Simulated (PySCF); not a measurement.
Ta(S)(F)(OH)2 (FH2O2STa), SMILES [OH][Ta](=[S])([F])[OH], multiplicity 1. Atoms are numbered in the order given.

```xyz
7

Ta     0.1634    -0.0103     0.0000
S     -2.0019    -0.0311     0.0000
F      0.8050    -1.7793     0.0000
O      0.7591     0.9110    -1.5317
H      0.3548     1.3444    -2.2889
O      0.7591     0.9110     1.5317
H      0.3548     1.3444     2.2889
```

The structure is a stationary point at PBE0-D3(BJ)/def2-SVP. The spin state was assumed, not searched. The def2 effective core potentials stand for the cores of Ta; spin–orbit coupling is left out. One conformer was computed; it need not be the lowest.

The numbers are results of PBE/def2-TZVP in PySCF, not measurements.

ESP charges are fitted to the potential on shells at 1.4 to 2.0 van der Waals radii. Atomic charges (e):

```csv
atom,ESP fit,Mulliken,Löwdin
Ta1,(withheld),1.22,0.33
S2,-0.38,-0.39,0.01
F3,-0.21,-0.35,-0.20
O4,(withheld),-0.58,-0.25
H5,(withheld),0.34,0.18
O6,(withheld),-0.58,-0.25
H7,(withheld),0.34,0.18
```

### Question
Some entries are withheld; supply them. (The exact figures need the calculation; the answer reports its results.)

### Answer

- Ta1, ESP fit: 0.81
- O4, ESP fit: -0.48
- H5, ESP fit: 0.37
- O6, ESP fit: -0.48
- H7, ESP fit: 0.37
